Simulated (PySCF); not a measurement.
## Polarisability and C₆ of Ir (iridium, neutral)

[Xe] 4f14 5d7 6s2, high-spin 4F determinant. Computed with PySCF 2.14 in aug-cc-pVTZ-PP with one added diffuse shell each of s, p, d, f, g type with ECP60MDF (7s7p6d4f3g, 113 functions), with scalar relativity through the core potential. Coupled (time-dependent) response in atomic units; α is the mean over directions.

```csv
method,mean α (bohr³),C₆ (like pair),S(−4)
UHF,64.38,712.7,2192
PBE,48.65,532.1,837.1
```

S(−4) is the Cauchy moment in α(ω) = α(0) + S(−4) ω² + …

Reference α: 54 ± 7 bohr³ (recommended; Schwerdtfeger and Nagle, table of static dipole polarizabilities (2023 update)). Published C₆: 522.0 (Gould and Bucko (2016)).

Spin-orbit coupling is absent.

Hartree-Fock lies above the reference because it lacks correlation, which contracts the outer shell.

α(iu) at UHF:

| u (hartree) | α(iu) (bohr³) |
| --- | --- |
| 0 | 64.38 |
| 0.0500 | 59.67 |
| 0.100 | 50.40 |
| 0.200 | 34.00 |
| 0.300 | 23.92 |
| 0.500 | 14.14 |
| 0.750 | 9.009 |
| 1.00 | 6.440 |
| 1.50 | 3.878 |
| 2.00 | 2.619 |
| 3.00 | 1.426 |
| 5.00 | 0.6051 |

Energies and moments cover only the electrons outside the core potential. Spin-orbit coupling, absent here, splits the open shell strongly.
